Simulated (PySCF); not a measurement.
Species: C₃H₇BSi.
Numbering: `[BH2:1][SiH2:2][CH:3]=[C:4]=[CH2:5]` (hydrogens: H6, H7 on B1; H8, H9 on Si2; H10 on C3; H11, H12 on C5)

Method: PBE0-D3(BJ)/def2-SVP geometry optimisation, gas phase in PySCF; density fitting, grid level 1; the optimiser is geomeTRIC in internal coordinates, started from a GFN2-xTB structure with every atom displaced at random (about 0.01 Å).

Step 0: E = -11762.3725 eV
```
atom  x, y, z in Å  |  force x, y, z in eV/Å
B1     -2.0138    0.7757    0.5637   -0.326   0.763   0.003
Si2    -1.2598   -0.6352   -0.5175    1.078  -0.790  -0.295
C3      0.4447   -0.9695    0.2336    1.402   1.092   0.031
C4      1.5129   -0.1801    0.0689   -4.008  -2.843   0.547
C5      2.4537    0.6333   -0.1600    1.983   2.031   0.235
H6     -2.6298    0.5862    1.5439   -0.384  -0.284   0.809
H7     -1.8663    1.9251    0.2841    0.210   0.385  -0.140
H8     -1.9019   -1.9438   -0.4928   -0.570  -0.607   0.160
H9     -1.0411   -0.3557   -1.9304    0.003   0.389  -0.758
H10     0.5627   -1.8508    0.8691    0.003  -0.148   0.130
H11     2.6461    1.4730    0.5108    0.020   0.140   0.094
H12     3.1343    0.5116   -0.9754    0.589  -0.128  -0.816
```

Step 1: E = -11762.6263 eV
```
atom  x, y, z in Å  |  force x, y, z in eV/Å
B1     -1.9454    0.7740    0.5654   -0.105  -0.029  -0.053
Si2    -1.2455   -0.7129   -0.5839    0.029  -0.016  -0.023
C3      0.4317   -0.9887    0.2612   -0.246   0.095  -0.068
C4      1.4129   -0.1386    0.0882    0.460  -0.071  -0.023
C5      2.4177    0.6757   -0.1347   -0.270  -0.130  -0.024
H6     -2.5557    0.5717    1.5860    0.003  -0.067   0.070
H7     -1.6759    1.9212    0.3090    0.077   0.062  -0.028
H8     -2.0187   -1.9945   -0.5366    0.010   0.021   0.029
H9     -1.0340   -0.3477   -2.0218    0.005  -0.006   0.052
H10     0.5634   -1.8455    0.9373    0.033   0.056  -0.017
H11     2.5804    1.5535    0.4933    0.023   0.102   0.041
H12     3.1109    0.5013   -0.9653   -0.018  -0.016   0.044
```

Q: Estimate the geometry and energy of step 2. (The exact step hangs on the optimiser's Hessian estimate; all steps are aligned on step 1, rigid shifts and turns removed.)

A: E = -11762.6341 eV, largest force 0.103 eV/Å
```
atom  x, y, z in Å  |  force x, y, z in eV/Å
B1     -1.9785    0.7688    0.5610   -0.007  -0.013   0.034
Si2    -1.2641   -0.7080   -0.5901    0.069   0.043  -0.062
C3      0.4239   -0.9495    0.2391   -0.060   0.014   0.018
C4      1.4371   -0.1331    0.0796    0.059  -0.013  -0.056
C5      2.4519    0.6675   -0.1283   -0.060   0.006  -0.011
H6     -2.5547    0.5310    1.5968   -0.001   0.007   0.009
H7     -1.7199    1.9235    0.3111    0.003  -0.011  -0.007
H8     -2.0139   -2.0007   -0.5161    0.018   0.000   0.021
H9     -1.0737   -0.3531   -2.0306   -0.002   0.003   0.000
H10     0.5502   -1.7983    0.9239   -0.014  -0.021   0.046
H11     2.6231    1.5545    0.4900   -0.020  -0.017   0.010
H12     3.1605    0.4672   -0.9384    0.015   0.001  -0.004
```

The energy changes by -0.0078 eV. The first-order estimate −F·Δx gives -0.0174 eV and the mean of the old and new forces, exact on a quadratic surface, -0.0078 eV. The step makes an angle of 79° with the force vector and moves no atom by more than 0.066 Å.

The cost below is that of the whole optimisation. Hardware: one thread of an Arm Neoverse V1, no GPU, shared host. Cost: 59 s, 0.45 GiB resident at most.
